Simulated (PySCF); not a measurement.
From one molecule to another.

First species: C8H7FO.
SMILES: `C(=O)(c1ccc(cc1)F)C`

Second species: C4H11F3N2Si.
SMILES: `N[SiH2]CCNCC(F)(F)F`

Levels: PBE0/pcSseg-1 for HOMO energy, LUMO energy and HOMO–LUMO gap. Geometries: GFN2-xTB. Each species is one conformer at its optimised geometry, gas phase, non-relativistic unless stated; the electronic structure was computed with PySCF and density fitting.

Dipoles, sizes and rotational constants follow the conformer. The torsions of the flexible species, by atom-mapped SMILES:
- `[CH3:1][C:2](=[O:3])[c:4]1[cH:5][cH:6][c:7]([F:8])[cH:9][cH:10]1`: C1–C2–C4–C5 179°

The conformers of `N[SiH2]CCNCC(F)(F)F` aren't listed.

Values for the first species:

```
HOMO energy   : -7.50 eV
LUMO energy   : -1.71 eV
HOMO–LUMO gap : 5.79 eV
```

Task: Estimate the same properties for the second species, and the change in each.

Result: 
| property | first | second | second less first |
| --- | --- | --- | --- |
| HOMO energy | -7.50 eV | -6.93 eV | +0.57 eV |
| LUMO energy | -1.71 eV | 0.77 eV | +2.48 eV |
| HOMO–LUMO gap | 5.79 eV | 7.70 eV | +1.91 eV |

